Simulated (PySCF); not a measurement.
ClGe₂H₅, SMILES [Cl][GeH2][GeH3]. Geometry optimised at PBE0-D3(BJ)/def2-SVP. This is a generated structure with no PubChem entry under its InChIKey; it may be hypothetical.

Q: Give the equilibrium geometry at PBE0-D3(BJ)/def2-SVP (PySCF confirms it by a frequency run) as bond lengths and angles, and its point group. (An estimate is asked for; the answer gives what the named calculation found.)

A: point group Cs.
Atoms: Cl1 Ge2 Ge3 H4 H5 H6 H7 H8. Bonded distances (Å): Cl1–Ge2 2.178, Ge2–Ge3 2.420, Ge2–H4 1.539, Ge2–H5 1.539, Ge3–H6 1.537, Ge3–H7 1.537, Ge3–H8 1.540. Bond angles (°): Cl1–Ge2–Ge3 106.1, Cl1–Ge2–H4 106.6, Cl1–Ge2–H5 106.6, Ge3–Ge2–H4 113.5, Ge3–Ge2–H5 113.5, H4–Ge2–H5 110.0, Ge2–Ge3–H6 109.0, Ge2–Ge3–H7 109.0, Ge2–Ge3–H8 110.2, H6–Ge3–H7 109.7, H6–Ge3–H8 109.4, H7–Ge3–H8 109.4.
